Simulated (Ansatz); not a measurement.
Mulliken charges of `[OH][SbH][SiH3]` from PBE/def2-TZVPP in Ansatz (PBE0-D4/def2-TZVP geometry).

```json
{"atom": "O1", "x (Å)": "-1.806", "y (Å)": "0.566", "z (Å)": "-0.810", "charge (e)": "-0.484"}
{"atom": "Sb2", "x (Å)": "0.106", "y (Å)": "0.581", "z (Å)": "-1.339", "charge (e)": "0.458"}
{"atom": "Si3", "x (Å)": "0.807", "y (Å)": "-0.749", "z (Å)": "0.758", "charge (e)": "0.060"}
{"atom": "H4", "x (Å)": "-2.357", "y (Å)": "0.529", "z (Å)": "-1.596", "charge (e)": "0.181"}
{"atom": "H5", "x (Å)": "0.476", "y (Å)": "2.052", "z (Å)": "-0.536", "charge (e)": "-0.097"}
{"atom": "H6", "x (Å)": "0.101", "y (Å)": "-0.242", "z (Å)": "1.962", "charge (e)": "-0.030"}
{"atom": "H7", "x (Å)": "2.278", "y (Å)": "-0.608", "z (Å)": "0.942", "charge (e)": "-0.044"}
{"atom": "H8", "x (Å)": "0.488", "y (Å)": "-2.187", "z (Å)": "0.562", "charge (e)": "-0.043"}
```

**Question.** By hand: the dipole of these point charges (1 e Å = 4.8032 D).

**Answer.** Σ q r = (0.374, -0.028, -0.537) e Å, of length 0.655 e Å = 3.15 D.

**Question.** How does the dipole of the full density compare? (An estimate is asked.)

**Answer.** The calculation gave: (0.090, -0.034, -0.308) e Å, 1.55 D; the point charges give 2.03 times that, at 19° from its direction.

Point charges leave out the atoms' own dipoles, such as those of lone pairs, and Mulliken's split depends on the basis, so the two needn't agree.
